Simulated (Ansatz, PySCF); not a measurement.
Lewis adduct: GaH3 (SMILES [GaH3]) (first 4 atoms) with PH3 (SMILES P); geometry from B3LYP-D3(BJ)/def2-TZVP, rigid monomers moved along the line of their centres of mass till Ga1···P5 is 3.60 Å.
(charge 0, multiplicity 1):
```xyz
8

Ga    -0.461     0.489     0.710
H     -1.539     1.497     1.266
H     -0.951    -0.799    -0.056
H      1.004     1.012     0.455
P      0.231    -1.134     3.847
H      1.183    -2.171     3.890
H      0.721    -0.368     4.923
H     -0.812    -1.792     4.528
```

Quantity: the interaction energy.

Interaction energies are E(AB) − E(A) − E(B) at the monomers' geometry in the complex; basis-set methods are counterpoise corrected.

Cores are frozen in the correlated methods. Filled d and f shells under p-block atoms count as core. CBS(a, b) extrapolates the correlation energy as X⁻³ and adds the Hartree–Fock energy of set b.

The values were computed with Ansatz (an electronic-structure program); PySCF for the dispersion terms. Values without a source in brackets are computed.

Costs are ratios of core time to PBE/def2-TZVPPD (roughly 4 s), for whole runs (searches for the state included, and forces where a run took them) on one shared machine, so rough; each difference counts from -259.1 meV (CCSD(T)/CBS(def2-SVPD, def2-TZVPPD), a level with limits of its own).

```csv
level,basis functions,cost,difference (meV)
PBE/def2-TZVPPD,204,×1,-4.4
PBE-D3(BJ)/def2-TZVPPD,204,×1,-40.6
B3LYP/def2-TZVPPD,204,×1,37.0
B3LYP-D3(BJ)/def2-TZVPPD,204,×1,-31.1
PBE0/def2-TZVPPD,204,×1,0.6
PBE0-D3(BJ)/def2-TZVPPD,204,×1,-37.2
r2SCAN/def2-TZVPPD,204,×2,-23.4
r2SCAN-D3(BJ)/def2-TZVPPD,204,×2,-38.3
CCSD(T)/def2-SVPD,110,×2,-1.5
wB97X-V/def2-TZVPPD,204,×3,-23.3
wB97M-V/def2-TZVPPD,204,×4,-12.0
CCSD(T)/def2-TZVPPD,204,×20,2.6
```

With a budget of 10 times the cost of PBE/def2-TZVPPD, the closest level: PBE0/def2-TZVPPD, at 0.6 meV; next is CCSD(T)/def2-SVPD at -1.5 meV.

What the step from CCSD(T)/def2-SVPD to CCSD(T)/def2-TZVPPD costs and buys: 110 to 204 functions, cost ×7 (rough); the difference goes from -1.5 to 2.6 meV.
